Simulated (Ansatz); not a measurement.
Computed with Ansatz on PBE0-D4/def2-TZVP structures; ΔE is electronic, products minus reactants. CCSD(T)/CBS adds triple-zeta CCSD(T) − MP2 to the extrapolated MP2 energy (def2 sets, frozen cores). This one scheme is used for every species. DFT in def2-TZVPP. B3LYP here is the variant with VWN-RPA as its local correlation; programs differ in this. Elements past krypton have def2 core potentials. For Ga, Sn outer-core shells are correlated without core-valence functions, which leaves a few kJ/mol of doubt a bond. Scalar relativity is left out up to krypton. One conformer a species, not always the lowest.

`C[BH][SnH2][GaH2]` + CH₃OH → `CBO` + `[CH3][SnH2][GaH2]`  (formal exchange of groups at a B–Sn bond)

```
           level  ΔE (eV)  difference from CCSD(T)/CBS
     LDA (SPW92)    -2.34                         0.03
       revPBE-D4    -2.24                         0.13
      r2SCANh-D4    -2.36                         0.01
        BHLYP-D4    -2.37                         0.00
         ωB97M-V    -2.41                        -0.04
        PBE-QIDH    -2.38                        -0.01
          revPBE    -2.25                         0.12
           B3LYP    -2.37                         0.00
           BHLYP    -2.40                        -0.03
CCSD(T)/def2-SVP    -2.46                        -0.09
     CCSD(T)/CBS    -2.37                            0
```

Largest T1 diagnostic among the species: 0.014.

At CCSD(T), def2-SVP lies −0.09 eV from the extrapolated value and def2-TZVPP −0.01 eV. From BLYP to BHLYP (50 % exact exchange), in def2-TZVPP and without D4, ΔE moves by −0.06 eV. Leaving LDA and LC-ωPBE aside and taking each functional with its dispersion term where it has one, the values, not all of them listed here, spread over 0.18 eV, from B97M-V to revPBE-D4. LDA lies −0.05 eV from PBE without D4.
